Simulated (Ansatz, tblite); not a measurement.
Spin states of the cluster Na4⁻ (the lowest doublet isomer of a short search), each relaxed with PBE0/def2-TZVPD in Ansatz. Electronic energies in the gas phase.

The xTB rows come from tblite. Correlated methods freeze 4 core orbitals; core or outer-core shells of Na are correlated, in sets that lack core-valence functions. The structure comes from a short search, and lower isomers may exist.

Doublet geometry (C2v within 0.1 Å):

Cartesian coordinates in Å:
```
Na -1.904 -2.321 0.272
Na 0.325 0.532 0.390
Na 1.838 3.002 2.078
Na -0.259 -1.213 -2.740
```

Quartet geometry:

Cartesian coordinates in Å:
```
Na -1.3864 -1.2081 -2.5624
Na 0.4465 0.0055 0.2471
Na 3.8867 0.1608 2.4454
Na -2.9467 1.0418 -0.1301
```

⟨S²⟩: doublet 0.85 at PBE0/def2-TZVPD (pure 0.75), quartet 3.79 at PBE0/def2-TZVPD (pure 3.75).

Run but left out: HF/STO-3G, HF/def2-TZVPD, HF/def2-TZVPPD, r2SCAN/def2-TZVPD, LC-ωPBE/def2-TZVPD, MP2/def2-TZVPD, MP2/def2-TZVPPD, CCSD/def2-TZVPPD, CCSD(T)/def2-TZVPPD (doublet: ⟨S²⟩ 1.06 to 1.76, where a pure state has 0.75).

Only these spin states were relaxed. The quartet has other bonds than the doublet, so the gap mixes isomer and spin.

```csv
level,quartet − doublet (kJ/mol),lowest of these,remarks
GFN2-xTB,160.8,doublet,–
LDA (SPW92)/def2-TZVPD,65.2,doublet,"HOMO above zero (doublet), HOMO above zero (quartet)"
PBE/def2-TZVPD,59.1,doublet,"HOMO above zero (doublet), HOMO above zero (quartet)"
BLYP/def2-TZVPD,69.0,doublet,"HOMO above zero (doublet), HOMO above zero (quartet)"
PBE0/def2-TZVPD,55.0,doublet,spin-contaminated (⟨S²⟩ 0.85) (doublet)
ωB97M-V/def2-TZVPD,79.4,doublet,–
RPA@PBE/def2-TZVPD,60.1,doublet,–
```

Change of the quartet − doublet gap on mixing in exact exchange, in kJ/mol: PBE to PBE0 (25 % exact exchange) -4.2.

The xTB methods have no term that favours high spin, so they put low spin too low.
